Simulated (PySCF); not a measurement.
Job for PySCF: R-HF/STO-3G on AlBrH2 (SMILES [AlH2][Br]), a point of a bond scan (R = 2.494 Å).

```python
from pyscf import gto, scf, dft, mp
from pyscf.data.elements import chemcore

mol = gto.M(
    atom='''
    Al   -0.83541046   -1.29867282    0.20638148
    H    -0.32444596   -2.32948796    1.27376836
    H    -2.12574011   -1.47940621   -0.66846947
    Br    0.50187174    0.78017600   -0.12398340
    ''',
    basis='sto-3g',
    charge=0, spin=0, verbose=3, max_memory=1800)
mf = scf.RHF(mol)
mf.conv_tol = 1e-8
mf.max_cycle = 100
mf.kernel()
if not mf.converged:
    mf = mf.newton().run(mf.mo_coeff, mf.mo_occ)
```

Q: Give the final energy of this run.

A: -2784.8742 hartree.
